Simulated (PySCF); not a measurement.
Excitations are Tamm–Dancoff values on a coarser integration grid. The basis has no diffuse functions, so Rydberg states are missing or too high.

Cartesian coordinates (Å):
```xyz
7

B      1.1969    -0.0554     0.0348
Si    -0.8072     0.0634    -0.0643
H      1.8687     0.8821     0.3329
H      1.7543    -1.0916    -0.1533
H     -1.3907    -0.8432    -1.0846
H     -1.3036    -0.3803     1.2699
H     -1.3188     1.4352    -0.3040
```
Charge 0, multiplicity 1.

**Question.** Predict the S1–T1 gap (TDA), brightest of the four lowest singlets (TDA) and total energy from TPSSh-D3(BJ)/def2-TZVP // B3LYP-D3(BJ)/def2-TZVP (PySCF).

**Answer.** 
```yaml
S1–T1 gap (TDA): 1.02 eV
brightest of the four lowest singlets (TDA): 6.27 eV
total_energy: -317.3486 Ha
```
